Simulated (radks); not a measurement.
Problem. The germanium ion Ge2+, [Ar] 3d10 4s2. Method: non-relativistic Kohn-Sham, exchange-only PBE, spin-polarised, spherical densities, point nucleus; computed with a radial shooting solver on a logarithmic mesh with Libxc functionals. Every spin shell is full or empty, so the densities are truly spherical. Functionals are evaluated on that one density, not self-consistently. Rank these exchange functionals by their error against the exact value of the orbitals, and give that value: LDA, B88, PBE, PBEsol, RPBE, OPTX, SOGGA, EV93, APBE, SCAN, r2SCAN, MS2.

Solution. Exact: -76.8139 hartree. From best to worst, with 100 (|E| - |E exact|)/|E exact| (equal figures are ties): RPBE +0.08, r2SCAN +0.12, PBE -0.21, MS2 -0.22, B88 +0.28, EV93 +0.35, SCAN +0.37, APBE +0.68, OPTX +0.97, PBEsol -2.44, SOGGA -2.45, LDA -5.64.
